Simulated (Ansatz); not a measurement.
Harmonic frequencies (cm⁻¹) at PBE0-D4/def2-TZVP from Ansatz: 59, 62, 82, 112, 222, 367, 370, 438, 450, 559, 575, 768, 873, 873, 1952, 2164, 2179, 2190.

(1) Which molecule is it?
A. `[CH3][Sn]([F])([F])[SH]`
B. `[Cl][SnH]([Cl])[GeH3]`
C. `[OH][Sn]([OH])([OH])[OH]`
D. `N#[C][Sn]([Cl])([C]#N)[C]#N`

Results:

(1) B.
